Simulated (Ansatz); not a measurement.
The same germylene extrusion along the group Si, Ge, Sn.

Program: Ansatz. Geometries: PBE0-D4/def2-TZVP. ΔE: electronic, gas phase. CCSD(T)/CBS is the MP2 limit (def2-TZVPP, def2-QZVPP) plus CCSD(T) − MP2 in def2-TZVPP, frozen cores. This one scheme is used for every species. DFT in def2-TZVPP. def2 core potentials past Kr. For Ge, Sn outer-core shells are correlated without core-valence functions, which leaves a few kJ/mol of doubt a bond. Scalar relativity is left out up to krypton. One conformer a species, not always the lowest.

| reaction | ωB97M-V (eV) | RPA@PBE/def2-TZVPP (eV) | LDA (SPW92) (eV) | CCSD(T)/CBS(def2) (eV) |
| --- | --- | --- | --- | --- |
| `N[Si](N)(N)F` → `N[Si]F` + `NN` | 4.58 | 4.31 | 4.71 | 4.72 |
| `[NH2][Ge]([NH2])([NH2])[F]` → `[NH2][Ge][F]` + `NN` | 2.55 | 2.63 | 2.64 | 2.73 |
| `[NH2][Sn]([NH2])([NH2])[F]` → `[NH2][Sn][F]` + `NN` | 1.44 | 1.45 | 1.39 | 1.62 |

Largest T1 diagnostic: 0.017, for `[NH2][Sn][F]`.
